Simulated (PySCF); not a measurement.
C₃H₈NO (SMILES C[NH+](C)C=O), charge +1, singlet, geometry from GFN2-xTB. Base run: BLYP/STO-3G run with PySCF.

Here is a job for PySCF.
```python
from pyscf import gto, scf, dft

mol = gto.M(
    atom='''
C    -0.45593140    1.59021438   -0.29242627
N    -0.24511535    0.31638852    0.42927954
C    -1.30259318   -0.67131569    0.13767971
C     1.13289152   -0.23058456    0.08481430
O     1.25585418   -1.29125638   -0.38702019
H    -0.43899696    1.40769852   -1.36618882
H     0.32074346    2.31103449   -0.04154625
H    -1.42310679    2.01353076   -0.02598417
H    -0.24897950    0.51546674    1.43885552
H    -1.31223610   -0.89196743   -0.92867246
H    -1.11147160   -1.59697448    0.67834891
H    -2.27288452   -0.27783238    0.43159418
H     1.90970456    0.50449036    0.32439139
''',
    basis='sto-3g',
    charge=1,
    verbose=3,
)

mf = dft.RKS(mol)
mf.xc = 'blyp'
mf.kernel()
```

Variants of this job, named by their change:

| change | ΔE vs base (mEh) | grid points | electrons on the grid |
|---|---|---|---|
| base | 0.000 | 148808 | 39.99998 |
| grids.atom_grid = (99, 590) | -0.002 | 421488 | 40.00000 |
| grids.atom_grid = (150, 974) | -0.002 | 1053424 | 40.00000 |
| grids.atom_grid = (75, 302) | 0.000 | 189048 | 39.99998 |
| grids.level = 4 | -0.002 | 267624 | 40.00000 |
| grids.atom_grid = (50, 194) | -0.017 | 85744 | 40.00007 |
| grids.becke_scheme = stratmann | -0.003 | 148808 | 39.99999 |
| grids.level = 7 | -0.002 | 832472 | 40.00000 |
| grids.level = 0 | -24.303 | 10368 | 39.99937 |
| grids.atom_grid = (30, 110) | -0.132 | 32016 | 40.00059 |
| grids.level = 1 | -0.020 | 45616 | 40.00008 |
